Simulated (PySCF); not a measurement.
## SmF at UHF-MP2

Level: UHF-MP2. basis Sm x2c-TZVPall, F x2c-TZVPall; spin-free X2C with a Gaussian nucleus; PySCF 2.14.

For SmF, the state is octet, about 6.0 electrons in the 4f shell (Mulliken), real f orbitals that mix terms and the bond length is 2.063 Å. The harmonic wavenumber is 518 cm⁻¹ and the force constant is 2.67 mdyn/Å. The rotational constant Be is 0.2346 cm⁻¹. The anharmonicity ωexe is 2.27 cm⁻¹. The vibration–rotation constant αe is 0.00136 cm⁻¹.

Correlated steps freeze 19 core orbitals. Spin–orbit coupling is left out, which matters for elements this heavy, above all for dissociation energies. The state is the lowest single determinant that the PBE0 search found; with open d or f shells the true ground state can be another one.
